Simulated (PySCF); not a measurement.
**Simulated absorption spectrum**

C3H12GeN2.
SMILES: `C[N]([GeH3])CCN`

Method used: PySCF 2.14.0, density-fitted response routines, TDDFT CAM-B3LYP/def2-SVPD, vertical, gas phase, core orbitals frozen in the response. One conformer (not necessarily the lowest) at the PBE0-D3(BJ)/def2-SVP geometry, without solvent, vibrations or thermal averaging. Relativistic effects, spin–orbit coupling among them, are left out although an element past zinc is present. Torsions of this conformer, `[CH3:1][N:2]([GeH3:3])[CH2:4][CH2:5][NH2:6]`: C1–N2–C4–C5 -82°, N2–C4–C5–N6 -63°, H–N6–C5–C4 -78°, H–N6–C5–C4 161°.

Computed states:

| state | E (eV) | f |
| --- | --- | --- |
| S1 | 5.57 | 0.012 |
| S2 | 6.00 | 0.031 |
| S3 | 6.32 | 0.0057 |
| S4 | 6.48 | 0.0046 |
| S5 | 6.68 | 0.049 |
| S6 | 6.74 | 0.014 |

Broadening: Gaussians 0.4 eV wide at half height, area fixed by f = 4.319×10⁻⁹ ∫ε dν̃. The cross-section is σ = 3.8235×10⁻²¹ ε cm², given in Mb (10⁻¹⁸ cm²). The width is an assumption, not a result. The curve ends short of the highest state used, and states not computed would add to its high-energy end.

Q: What does the envelope look like, and where are its maxima?

A: 
(λ (nm), σ (Mb)): (202.0, 6.75), (203.1, 7.37), (204.2, 7.89), (205.3, 8.24), (206.4, 8.38), (207.5, 8.29), (208.7, 7.96), (209.8, 7.48), (210.9, 6.89), (212.0, 6.26), (213.1, 5.65), (214.2, 5.11), (215.3, 4.66), (216.4, 4.32), (217.5, 4.07), (218.6, 3.91), (219.7, 3.79), (220.8, 3.69), (221.9, 3.60), (223.0, 3.47), (224.1, 3.31), (225.2, 3.10), (226.4, 2.83), (227.5, 2.55), (228.6, 2.25), (229.7, 1.95), (230.8, 1.65), (231.9, 1.37), (233.0, 1.11), (234.1, 0.89), (235.2, 0.70), (236.3, 0.54), (237.4, 0.40), (238.5, 0.30), (239.6, 0.22), (240.7, 0.16), (241.8, 0.11), (242.9, 0.08), (244.1, 0.05), (245.2, 0.03), (246.3, 0.02), (247.4, 0.01), (248.5, 0.01), (249.6, 0.01)

Maxima: 207 nm (6.00 eV), ε about 2200, made up of S2 (95%) (ε in L mol⁻¹ cm⁻¹; maxima over ε = 5, shares over 10%).

Q: On this curve, what absorbance would a 10⁻³ mol/L sample give at 248 nm over a 1 cm path?

A: 248 nm is 4.999 eV, where ε is about 3.1 L mol⁻¹ cm⁻¹, so A = ε c l ≈ 0.0031 (Beer–Lambert, with the gas-phase spectrum and the assumed width).

Q: What would ε be at 6.00 eV, the highest of these maxima, with half the width (0.2 eV)?

A: About 4180 L mol⁻¹ cm⁻¹ against 2190, a factor of about 1.9; a lone state at its own centre would give exactly 2.

Q: Coming from long wavelengths, where does ε first pass 100 L mol⁻¹ cm⁻¹?

A: At about 238 nm (5.22 eV), 0.35 eV below S1.

Rough CPU time on one thread of a shared machine: about 1.6 min.
